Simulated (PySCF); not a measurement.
BiI3, SMILES [I][Bi]([I])[I] (connectivity only; charge and spin as stated), charge -1, multiplicity 2.

Coordinates come from a PBE-D3(BJ)/def2-SVPD optimisation. The multiplicity is an assumed one; no other spin state was optimised. The isomer is the one that the SMILES or the coordinates give; other isomers of the formula were not compared. The def2 effective core potentials stand for the cores of Bi, I; spin–orbit coupling is left out.

The numbers are results of PBE-D3(BJ)/def2-SVPD (PySCF), not measurements.

Frequencies are harmonic and unscaled.

Modes within 1.5 cm⁻¹ of each other (mostly degenerate sets) share a row, with their intensities summed.

Computed harmonic wavenumbers and intensities:
```json
[
 {"mode": "1–2", "ν (cm⁻¹)": "18", "IR (km/mol)": "0.6", "moving atoms (share of kinetic energy)": "I 88 %, Bi 12 %"},
 {"mode": "3", "ν (cm⁻¹)": "24", "IR (km/mol)": "1.4", "moving atoms (share of kinetic energy)": "Bi 65 %, I 35 %"},
 {"mode": "4", "ν (cm⁻¹)": "110", "IR (km/mol)": "0.0", "moving atoms (share of kinetic energy)": "I 100 %"},
 {"mode": "5–6", "ν (cm⁻¹)": "126", "IR (km/mol)": "87.2", "moving atoms (share of kinetic energy)": "Bi 53 %, I 47 %"}
]
```
